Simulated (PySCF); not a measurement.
A GIAO shielding run with PySCF 2.14.0 with density-fitted response routines (density fitting, non-relativistic, gas phase) on `CC(C)N[SiH2]CN(C)C`, C$_{6}$H$_{18}$N$_{2}$Si:

```
$ OMP_NUM_THREADS=1 python probes_run.py task.json out

{"job": {"kind": "nmr", "xc": "PBE0", "basis": "pcSseg-1"}, "charge": 0, "multiplicity": 1}
C     -2.902690     1.168045     0.822407
C     -2.234353    -0.193096     0.613253
C     -3.062652    -1.055509    -0.327464
N     -0.899862    -0.002798     0.092781
Si    -0.074656    -0.822432    -1.152744
C      1.618048     0.047580    -1.197107
N      2.089946     0.430411     0.123812
C      3.198516     1.360356     0.047983
C      2.447854    -0.727200     0.913488
H     -3.903678     1.044467     1.228276
H     -2.321914     1.774786     1.514059
H     -2.969772     1.693043    -0.127357
H     -2.176935    -0.703751     1.590333
H     -3.138308    -0.575949    -1.298472
H     -4.061704    -1.198600     0.076426
H     -2.594925    -2.025891    -0.459880
H     -0.348913     0.624971     0.661112
H      0.090837    -2.275057    -0.933915
H     -0.713010    -0.668937    -2.470060
H      1.520817     0.960328    -1.786486
H      2.356724    -0.580159    -1.721348
H      2.882111     2.253411    -0.489668
H      3.494230     1.650587     1.056466
H      4.076820     0.936249    -0.465302
H      1.580564    -1.376818     1.013411
H      3.268851    -1.309175     0.462778
H      2.758162    -0.402437     1.907047
```

Hardware: 1 thread of an Arm Neoverse V1, shared host. The job also computes population analyses, field gradients.

Task: How large is the calculation?

Result: 82 electrons, 250 basis functions and 1307 auxiliary functions.

Task: How long does it take, and how much memory does it need?

Result: 75 s of wall time, with 12 SCF cycles and 4 response iterations; peak memory 1.1 GiB. Times on a shared host scatter by some tens of per cent.
